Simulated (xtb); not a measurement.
F$_{4}$MoO, charge +1, doublet, geometry from GFN2-xTB (such geometries of metal compounds can be far from the true shape) (the multiplicity is a formal guess); GFN2-xTB in xtb.

Here is a job for xtb.
```
$ xtb mol.xyz --gfn 2 --chrg 1 --uhf 1 --opt --json

# file mol.xyz
6

Mo     0.04700380    -0.02591911     0.04429024
O      1.17771435    -0.64942219     1.10972418
F     -1.15193834     0.63520863    -1.08543623
F      0.02490160     1.54359112     0.78829207
F      1.03547356    -0.29290642    -1.35893280
F     -1.17464510    -1.18767329     0.46296766
```

What the program printed (banner, timings and long lists left out):

```
   ID    Z sym.   atoms
    1   42 Mo     1
    2    8 O      2
    3    9 F      3-6

           -------------------------------------------------
          |                Calculation Setup                |
           -------------------------------------------------

           -------------------------------------------------
          |                 G F N 2 - x T B                 |
           -------------------------------------------------

          ...................................................
          :                      SETUP                      :
          :.................................................:
          :  # basis functions                  30          :
          :  # atomic orbitals                  29          :
          :  # shells                           13          :
          :  # electrons                        39          :
          :  max. iterations                   250          :
          :  Hamiltonian                  GFN2-xTB          :
          :  restarted?                      false          :
          :  GBSA solvation                  false          :
          :  PC potential                    false          :
          :  electronic temp.          300.0000000     K    :
          :  accuracy                    1.0000000          :
          :  -> integral cutoff          0.2500000E+02      :
          :  -> integral neglect         0.1000000E-07      :
          :  -> SCF convergence          0.1000000E-05 Eh   :
          :  -> wf. convergence          0.1000000E-03 e    :
          :  Broyden damping             0.4000000          :
          :  net charge                          1          :
          :  unpaired electrons                  1          :
          ...................................................

 iter      E             dE          RMSdq      gap      omega  full diag
   1    -24.5563504 -0.245564E+02  0.106E+01    5.04       0.0  T
   2    -24.2690357  0.287315E+00  0.118E+01    5.34       1.0  T
   3    -24.5914857 -0.322450E+00  0.443E+00    5.09       1.0  T
   4    -24.4660453  0.125440E+00  0.435E+00    5.60       1.0  T
   5    -24.5671131 -0.101068E+00  0.409E+00    4.58       1.0  T
   6    -24.6169462 -0.498331E-01  0.191E+00    5.19       1.0  T
   7    -24.6215161 -0.456986E-02  0.175E+00    5.21       1.0  T
   8    -24.6203799  0.113611E-02  0.180E+00    5.20       1.0  T
   9    -24.5856519  0.347280E-01  0.240E+00    5.50       1.0  T
  10    -24.5519169  0.337351E-01  0.297E+00    5.50       1.0  T
  11    -24.6463857 -0.944689E-01  0.563E-01    5.49       1.0  T
  12    -24.6457249  0.660823E-03  0.542E-01    5.47       1.0  T
  13    -24.6460085 -0.283606E-03  0.526E-01    5.47       1.0  T
  14    -24.6460968 -0.882513E-04  0.372E-01    5.49       1.0  T
  15    -24.6461215 -0.247702E-04  0.349E-01    5.48       1.0  T
  16    -24.6440985  0.202300E-02  0.566E-01    5.46       1.0  T
  17    -24.6452577 -0.115919E-02  0.463E-01    5.47       1.0  T
  18    -24.6454754 -0.217664E-03  0.444E-01    5.47       1.0  T
  19    -24.6457730 -0.297631E-03  0.417E-01    5.47       1.0  T
  20    -24.6455273  0.245779E-03  0.438E-01    5.47       1.0  T
  21    -24.6452724  0.254847E-03  0.446E-01    5.47       1.0  T
  22    -24.6461993 -0.926903E-03  0.287E-01    5.48       1.0  T
  23    -24.6467186 -0.519305E-03  0.137E-01    5.49       1.0  T
  24    -24.6466466  0.719809E-04  0.131E-01    5.50       1.0  T
  25    -24.6466614 -0.147929E-04  0.106E-01    5.50       1.0  T
  26    -24.6467425 -0.810454E-04  0.135E-02    5.50       3.0  T
  27    -24.6467304  0.120603E-04  0.364E-02    5.50       1.1  T
  28    -24.6467384 -0.796609E-05  0.224E-02    5.50       1.8  T
  29    -24.6467432 -0.482654E-05  0.489E-03    5.50       8.3  T
  30    -24.6467434 -0.218249E-06  0.458E-04    5.50      89.2  T
  31    -24.6467434  0.501289E-08  0.799E-04    5.50      51.1  T

[...]
         :: total energy             -24.595939151624 Eh    ::
 * total energy  :   -24.5959392 Eh     change       -0.5520096E-08 Eh
   *** GEOMETRY OPTIMIZATION CONVERGED AFTER 1 ITERATIONS ***
         :: total energy             -24.595939157222 Eh    ::
[...]
         8        2.0000           -0.8608329             -23.4245
         9        2.0000           -0.8608329             -23.4245
        10        2.0000           -0.8515748             -23.1725
        11        2.0000           -0.8391755             -22.8351
        12        2.0000           -0.8352997             -22.7297
        13        2.0000           -0.8352997             -22.7297
        14        2.0000           -0.8295990             -22.5745
        15        2.0000           -0.8193895             -22.2967
        16        1.9982           -0.8112602             -22.0755
        17        1.9982           -0.8112602             -22.0755
        18        1.9339           -0.8077822             -21.9809
        19        1.9339           -0.8077822             -21.9809
        20        1.1359           -0.8035087             -21.8646 (HOMO)
        21                         -0.6013773             -16.3643 (LUMO)
        22                         -0.6013773             -16.3643
        23                         -0.5644792             -15.3603
        24                         -0.5644792             -15.3603
        25                         -0.2828177              -7.6959
        26                         -0.0474075              -1.2900
        27                          0.0045736               0.1245
        28                          0.0045736               0.1245
        29                          0.1168311               3.1791
      -------------------------------------------------------------
                  HL-Gap            0.2021314 Eh            5.5003 eV
             Fermi-level           -0.7538547 Eh          -20.5134 eV

     #   Z          covCN         q      C6AA      α(0)
     1  42 Mo       3.750     1.513   309.610    39.106
     2   8 O        0.804    -0.123    16.873     5.506
     3   9 F        0.736    -0.123    10.473     3.822
     4   9 F        0.737    -0.089    10.156     3.764
     5   9 F        0.737    -0.089    10.156     3.764
     6   9 F        0.737    -0.089    10.156     3.764

 Mol. C6AA /au·bohr⁶  :       1130.092994
 Mol. C8AA /au·bohr⁸  :      65008.936934
 Mol. α(0) /au        :         59.725176

Wiberg/Mayer (AO) data.
largest (>0.10) Wiberg bond orders for each atom

 ---------------------------------------------------------------------------
     #   Z sym  total        # sym  WBO       # sym  WBO       # sym  WBO
 ---------------------------------------------------------------------------
     1  42 Mo   6.579 --     2 O    1.639     4 F    1.300     6 F    1.300
                             5 F    1.300     3 F    1.041
     2   8 O    2.100 --     1 Mo   1.639     3 F    0.255
     3   9 F    1.423 --     1 Mo   1.041     2 O    0.255
     4   9 F    1.523 --     1 Mo   1.300
     5   9 F    1.523 --     1 Mo   1.300
     6   9 F    1.523 --     1 Mo   1.300
 ---------------------------------------------------------------------------

Topologies differ in total number of bonds
Writing topology from bond orders to xtbtopo.mol

molecular dipole:
                 x           y           z       tot (Debye)
 q only:        0.147      -0.081       0.139
   full:        0.036      -0.020       0.034       0.134
molecular quadrupole (traceless):
                xx          xy          yy          xz          yz          zz
 q only:       -0.213       0.435       0.337      -0.744       0.410      -0.124
  q+dip:       -0.150       0.307       0.237      -0.524       0.289      -0.087
   full:       -0.166       0.339       0.262      -0.580       0.320      -0.097

optimized geometry written to: xtbopt.xyz

           -------------------------------------------------
          | TOTAL ENERGY              -24.595939157222 Eh   |
          | GRADIENT NORM               0.000007029833 Eh/α |
          | HOMO-LUMO GAP               5.500276126514 eV   |
           -------------------------------------------------

normal termination of xtb
```
